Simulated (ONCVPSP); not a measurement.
## Potentials for argon (Ar) compared

Generated with ld1.x 7.5 (TM, RRKJ, ultrasoft, PAW), atompaw 4.2 or ONCVPSP 4.0.1. The cutoff is in Ry: for ld1.x and atompaw files where the sum of valence levels is converged to 10 mRy in a Bessel basis, for ONCV files where the hardest occupied wave has 1 mHa per electron of residual kinetic energy. The error is the largest all-electron minus pseudo excitation energy over each file’s own four to seven test configurations (ionisations up to +4, promotions, holes and added fractions of an electron), all of which were solved. The labels leave out finer settings (local radius, basis sizes, second energies), which also bear on the numbers. Spin-polarised tests are not counted. The rows are a selection from randomly drawn settings: files with unsolved tests, undetermined cutoffs or missed reference levels are left out.

A true bound ghost makes a file unfit for plane-wave use even where its test errors are small: the radial tests pick states by their node count and pass the ghost by.

| potential | cutoff (Ry) | largest error (meV) | bound ghosts |
| --- | --- | --- | --- |
| ONCV, LDA (Perdew-Zunger), fully relativistic, rc 1.00/1.20/0.95 (spd), local smoothed, core correction no, reference 3s2 3p5, qcut 5.6/5.5/11.5, projectors 2/2/3 | 56 | +57 | none |
| ONCV, PBE, non-relativistic, rc 1.00/1.00 (sp), local smoothed, core correction yes, reference 3s2 3p5.5, qcut 7.5/9.1, projectors 2/3 | 39 | +104 | s, p |
| ONCV, PBE, non-relativistic, rc 0.95/1.00 (sp), local smoothed, core correction no, reference 3s2 3p5, qcut 6.5/9.7, projectors 3/2 | 322 | +26 | s, p |

(1) Fill in the row for Ar: ONCV, BLYP, scalar-relativistic, rc 1.15/1.40 (sp), local smoothed, core correction no, reference 3s2 3p6, qcut 5/5.6, projectors 2/2.

(2) Fill in the row for Ar: ONCV, PBE, scalar-relativistic, rc 0.75/0.75 (sp), local smoothed, core correction yes, reference 2s2 2p6 3s2 3p4, qcut 20.5/16.8, projectors 2/2.

(3) Fill in the row for Ar: ONCV, LDA (Perdew-Wang 92), scalar-relativistic, rc 1.00/1.00/1.10 (spd), local s, core correction no, reference 3s2 3p4, qcut 6.5/9.4/9.6, projectors 0/2/2.

## Answers

(1) cutoff 118 Ry, largest error +42 meV, bound ghosts: none.

(2) cutoff 266 Ry, largest error +1238 meV, bound ghosts: none.

(3) cutoff 178 Ry, largest error +19 meV, bound ghosts: p.
